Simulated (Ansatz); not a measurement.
Cost and result for the atomization energy of C2H7BF2Si (`C[SiH2]C(F)BF`) (13 atoms, 12 bonds).

```xyz
13

C     0.861   -0.855    1.410
Si   -0.614   -0.825    0.268
C    -0.782    0.899   -0.556
F    -2.035    0.963   -1.175
B     0.374    1.172   -1.555
F     1.604    1.299   -1.070
H     1.784   -0.642    0.867
H     0.756   -0.114    2.206
H     0.958   -1.839    1.876
H    -1.884   -1.065    1.001
H    -0.480   -1.850   -0.802
H    -0.767    1.627    0.268
H     0.224    1.232   -2.740
```

The species carries charge 0 and has multiplicity 1. The geometry is a stationary point of PBE0-D4/def2-TZVP. It is one conformer, not always the lowest. Program: Ansatz. All runs use 2 threads of an AMD EPYC 7R13 on a shared host and a share of an NVIDIA H100 80 GB. Times are those of one run each, without the atoms' runs, and a repeat can differ threefold. Electronic energies, without spin–orbit coupling; frozen cores. CCSD(T)/CBS adds CCSD(T) − MP2 in def2-TZVPP to the MP2 limit, and its time is that of the two runs behind it. T1 = 0.012. B3LYP takes the VWN-RPA correlation (the form of Gaussian; ORCA's B3LYP/G).

CCSD(T)/CBS is a level of theory with its own doubt, some kJ/mol a heavy atom from the limit and from the frozen cores, so smaller differences don't rank the functionals.

```tsv
level	functions	wall time	atomization (kJ/mol)	difference from CCSD(T)/CBS	per bond
PBE-D4/def2-TZVPP (with forces)	295	4.8 s	4960.9	86.6	7.2
PBE0-D4/def2-TZVPP	295	6.5 s	4886.9	12.6	1.0
B2PLYP/def2-TZVPP	295	6.5 s	4836.0	-38.3	-3.2
r2SCAN-D4/def2-TZVPP (with forces)	295	7 s	4905.5	31.2	2.6
ωB97M-V/def2-TZVPP (with forces)	295	11 s	4901.7	27.4	2.3
B3LYP-D4/def2-TZVPP (with forces)	295	11 s	4884.4	10.1	0.8
ωB97X-V/def2-TZVPP	295	12 s	4900.5	26.2	2.2
MP2/def2-QZVPP	565	14 s	4910.8	36.5	3.0
CCSD(T)/def2-TZVPP	295	16 s	4762.0	-112.3	-9.4
CCSD(T)/CBS(def2)	–	30 s	4874.3	0.0	0.0
```

From PBE to PBE0 (25 % exact exchange), in def2-TZVPP and without D4, the atomization energy moves by −70.1 kJ/mol: exact exchange takes away binding that semilocal exchange gives to molecules. In def2-TZVPP, CCSD(T) changes the Hartree–Fock value by +1061.1 kJ/mol (the triples alone add +60.5 kJ/mol) and MP2 by +1143.4 kJ/mol; breaking electron pairs costs correlation energy, which Hartree–Fock lacks. The D4 term adds +40.8 kJ/mol with B3LYP and +21.6 kJ/mol with PBE0; it sums over pairs of atoms, weighted by their polarisabilities, and B3LYP, whose exchange is more repulsive, gets the larger term.
